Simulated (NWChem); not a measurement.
Species: CH$_{2}$N anion

```xyz
4

C      0.0000     0.0000     0.4938
N      0.0000     0.0000    -0.7451
H      0.0000    -0.9353     1.1842
H      0.0000     0.9353     1.1842
```
Atoms are numbered in this order, from 1.

Level: B3LYP/def2-SVPD (NWChem), optimised geometry, unscaled harmonic frequencies. The highest occupied level is positive, so the extra electron may be held by the finite basis.

Q: List the harmonic frequencies with IR intensities, and the thermochemistry.

A: 
```tsv
frequency (cm⁻¹)	IR intensity (km/mol)
956	1.8
1152	17.4
1475	11.1
1749	231.5
2105	1813.0
2440	554.5
```

- zero-point energy: 14.1 kcal/mol
- thermal correction to the enthalpy at 298.15 K (with zero-point energy): 16.5 kcal/mol
- heat capacity Cv: 6.7 cal/(mol K)
- entropy at 298.15 K and 1 atm (symmetry number 2): 52.1 cal/(mol K)

Rigid rotor and harmonic oscillator.
